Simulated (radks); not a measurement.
Task: These are the eigenvalues of the occupied orbitals of an atom or ion with whole-number occupations (eV). Calculated with a radial shooting solver on a logarithmic mesh with Libxc functionals: scalar-relativistic Kohn-Sham, BLYP, spin-polarised, spherical densities, finite nucleus; Fermi nuclear charge, rms radius of each element as measured or else 0.836 A^(1/3) + 0.57 fm.

orbital  eigenvalue
1s up     -79612.13
1s down   -79607.51
2s up     -18301.48
2s down   -18296.39
2p up     -16689.47
2p down   -16684.84
3s up     -7574.965

Which element is it, and in what charge state? The configuration may be excited. Open shells, if any, are filled with parallel spins first.

Result: Z = 76, osmium, charge +65: Os65+ in [Ne] 3s1. The list shows which subshells hold electrons but not how many an open one holds; the 1s level, -2925.7 hartree, gives Z - s = 76.5 by -(Z - s)^2/2, which with screening and relativity narrows Z to a few neighbours, and the depths of the outer levels then fix element, charge and occupations together.
